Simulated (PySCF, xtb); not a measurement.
C3H6BN3, SMILES CNB1N=CC=N1. One conformer was computed; it need not be the lowest.

Harmonic wavenumbers (cm⁻¹) from GFN2-xTB (xtb) at its own minimum, in rising order: 103, 149, 176, 215, 404, 465, 556, 578, 689, 793, 807, 815, 906, 914, 969, 1067, 1106, 1118, 1184, 1209, 1294, 1400, 1468, 1469, 1552, 1627, 1651, 2956, 2975, 3044, 3052, 3053, 3433.

What does PySCF with B3LYP-D3(BJ)/def2-SVP give at its own minimum? (The exact figures need the calculation; the answer reports its results.)

113, 184, 191, 237, 444, 498, 615, 657, 734, 813, 855, 880, 886, 1000, 1039, 1091, 1144, 1172, 1305, 1328, 1350, 1444, 1470, 1473, 1610, 1639, 1681, 3016, 3079, 3084, 3099, 3156, 3591. Paired by order, the mean absolute difference is 52 cm⁻¹ and the zero-point energies are 61.8 and 64.2 kcal/mol.
